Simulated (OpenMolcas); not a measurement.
A calculation on F III.

* Program: OpenMolcas
* Method: SS-RASPT2, IPEA 0.25 Eh, imaginary shift 0.1 Eh (closed shells correlated: 1s)
* Basis: ANO-RCC-VQZP [5s4p3d2f1g]
* Scalar Hamiltonian: DKH2, point nucleus
* Active space: 5 electrons in 9 orbitals (RAS2 2s 2p; RAS3 3d, at most 2 electrons)
* State averaging: 2S+1 = 4 odd, 1 root; 2S+1 = 2 odd, 8 roots; 2S+1 = 4 even, 3 roots; 2S+1 = 2 even, 9 roots
* Spin-orbit coupling: RASSI with atomic mean-field integrals over the reference wave functions, term energies averaged over their components

**Question.** Which level of the active space comes out lowest?

**Answer.** 2s² 2p³ ⁴S°_3/2, with 100 % of that term; it is also the measured ground level.

**Question.** How high does 2s 2p⁴ ²P_3/2 lie?

**Answer.** 269447 cm⁻¹ above the lowest level; measured 266559 cm⁻¹ above the ground level, so the calculation is off by +1 %.

**Question.** How high does 2s² 2p³ ²P°_1/2 lie?

**Answer.** 52320 cm⁻¹ above the lowest level.

**Question.** How high does 2s 2p⁴ ²S_1/2 lie?

**Answer.** 250104 cm⁻¹ above the lowest level; measured 248260 cm⁻¹ above the ground level, so the calculation is off by +1 %.

Measured values: Moore, Atomic Energy Levels, vol. I, NSRDS-NBS 35 (1971 reprint of NBS Circular 467, 1949).

Active for correlation alone: 3d; no level in the range computed is led by a configuration that fills it, so any true level of that kind is missing. Computed and measured levels are paired by configuration, term and J; levels that our copy of the source lacks, or whose pairing is in doubt (as where it misses far off the trend of its configuration), stay unpaired and out of the deviations. Levels of configurations outside the active space are missing.

° marks odd parity.
